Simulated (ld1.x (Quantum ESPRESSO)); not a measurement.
**Configuration tests for silver (Ag) (ultrasoft)**

ld1.x (Quantum ESPRESSO) 7.5 input, shortened:

```
&input
   title='Ag', zed=47., rel=1, dft='PZ', iswitch=3,
   config='[Kr] 4d8 5s0 5p0'
 /
 &inputp
   pseudotype=3, tm=.true., lloc=-2, rcloc=1.65,
   nlcc=.false.
 /
6
5S  1  0   0.00   0.00  1.65  2.25  0.0
5S  1  0   0.00  -1.10  1.65  2.25  0.0
4P  2  1   6.00   0.00  1.30  1.55  0.0
5P  3  1   0.00   0.00  1.30  1.55  0.0
4D  3  2   8.00   0.00  1.65  1.80  0.0
4D  3  2   0.00  -2.90  1.65  1.80  0.0
 &test
   configts(1)='4p6 4d8 5s0 5p0'
 /
```

Energies are relative to the spin-unpolarised reference configuration 4p6 4d8 5s0 5p0; without spin polarisation the order of configurations can differ from experiment. Spin-polarised rows fill each open shell by Hund’s rule, majority spin first.

| valence configuration | charge | ΔE all-electron (eV) | error AE − PS (meV) |
| --- | --- | --- | --- |
| 4p6 4d10 5s1 5p0 | 0 | -66.919 | -9.5 |
| 4p6 4d10 5s0 5p0 | +1 | -58.817 | -38 |
| 4p6 4d9 5s0 5p0 | +2 | -36.434 | -13 |
| 4p6 4d7 5s0 5p0 | +4 | 51.927 | -39 |
| 4p6 4d9 5s1 5p1 | 0 | -58.347 | -4117 |
| 4p5 4d10 5s1 5p0 | +1 | -1.568 | -38 |
| 4p6 4d9 5s2 5p0 | 0 | -62.958 | +22 |
| 4p6 4d8 5s0 5p0 (spin-polarised) | +3 | -0.698 | +130 |

Problem. What are ΔE and the potential's error for 4p6 4d10 5s1 5p0 (spin-polarised)?

Solution. ΔE = -67.068 eV all-electron; the error (AE − PS) is -8.4 meV.

Levels in the configuration 4p6 4d9 5s0 5p0:

```
level  all-electron (eV)  pseudo (eV)
   4p            -81.103      -81.020
   4d            -29.147      -29.120
```

These tests converged, but a pseudo level misses the all-electron one widely, so the file describes the atom poorly there or has found another state: 4p6 4d9 5s0 5p0: empty 5p by 9.2 eV; 4p6 4d7 5s0 5p0: empty 5p by 3.6 eV; 4p6 4d9 5s1 5p1: 4d by 4.6 eV (a node warning on the way); 4p5 4d10 5s1 5p0: empty 5p by 5.3 eV.

A Bessel basis up to 400 Ry misses an occupied level by 0.96 Ry, so cutoffs and ghosts were not judged.
